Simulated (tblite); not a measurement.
Compound: C5H11PS.
Geometry (GFN2-xTB, Å), atoms numbered from 1 in this order:
```
atom  x, y, z in Å
C1     2.8164   -0.2768   -0.0795
S2     1.6536    0.5276    1.0538
C3     0.7996    1.6055   -0.1370
P4    -0.1400    0.6257   -1.4219
C5    -1.5164    0.0571   -0.3539
C6    -2.3642   -1.0877   -0.8351
C7    -1.3987   -1.3018    0.2801
H8     3.3283   -1.0483    0.4855
H9     2.2584   -0.7169   -0.9038
H10    3.5304    0.4540   -0.4499
H11    1.5453    2.2356   -0.6270
H12    0.1230    2.2276    0.4512
H13   -0.7992    1.7619   -1.9164
H14   -2.0047    0.8359    0.2247
H15   -2.1324   -1.5207   -1.7975
H16   -3.4203   -1.0644   -0.6123
H17   -0.5102   -1.8825    0.0794
H18   -1.7776   -1.4256    1.2831
```

Calculated harmonic vibrations of the isolated species, GFN2-xTB (tblite), most abundant isotopes, no scaling. Errors from tens to a few hundred cm⁻¹ against measured bands are possible. Modes of hydrogen on phosphorus can be 10 to 20 % off. One conformer, not necessarily the lowest.

Harmonic wavenumbers (cm⁻¹): 33.2, 44.1, 80.1, 147.4, 157.6, 196.6, 265.1, 282.5, 338.5, 633.9, 655.2, 716.0, 737.3, 773.7, 791.7, 813.4, 851.3, 869.2, 945.2, 947.0, 964.3, 995.7, 1037.4, 1066.0, 1067.1, 1078.9, 1080.8, 1147.4, 1149.4, 1213.9, 1314.3, 1326.8, 1391.5, 1435.1, 1440.2, 1447.9, 1479.8, 2233.4, 2942.5, 2963.0, 2989.2, 2997.9, 3019.5, 3063.2, 3078.1, 3081.6, 3088.4, 3102.6.

A = 2958, B = 1083, C = 963.5 MHz; mass 134.032 u (most abundant isotopes); point group C1, symmetry number 1.

**Question.** What is the zero-point energy?

**Answer.** Half the sum of the wavenumbers: 31737 cm⁻¹ = 379.66 kJ/mol.

**Question.** Give the ideal-gas entropy at 400 K and 1 bar in the rigid-rotor, harmonic-oscillator model (classical rotation).

**Answer.** Translation 176.05, rotation 125.14, vibration 164.46: S = 465.6 J/(mol K).

**Question.** And Cp and H(400 K) − H(0)?

**Answer.** Cp = 190.57 J/(mol K), of which vibrations give 157.32 (their classical limit is 48 R = 399.1); H(400 K) − H(0) = 45.36 kJ/mol without the zero-point energy, 32.06 from vibrations.

**Question.** Blend soft modes into free rotors: weight 1/[1 + (100 cm⁻¹/ν̃)⁴] for the oscillator and the rest for a rotor with moment μB/(μ + B), μ = h/(8π²ν), B = 10⁻⁴⁴ kg m². What vibrational entropy results?

**Answer.** 145.57 J/(mol K) in place of 164.46, which changes −T·S at 400 K by +7.55 kJ/mol.

**Question.** What must be added to the electronic energy to get the Gibbs energy at 400 K and 1 bar?

**Answer.** ZPE + [H(400 K) − H(0)] − T·S = 379.66 + 45.36 − 186.26 = 238.76 kJ/mol.

**Question.** Which modes carry the vibrational entropy at 400 K?

**Answer.** 33.2 cm⁻¹: 25.99; 44.1 cm⁻¹: 23.63; 80.1 cm⁻¹: 18.69; 147.4 cm⁻¹: 13.69; 157.6 cm⁻¹: 13.14; 196.6 cm⁻¹: 11.37 J/(mol K); the other 42 give 57.95 together.

Hindered rotation and anharmonicity are outside this model. Other conformers, if any are populated, would add a mixing term that is left out. The structure is chiral; the term R ln 2 for an equal mix with its mirror image is left out.
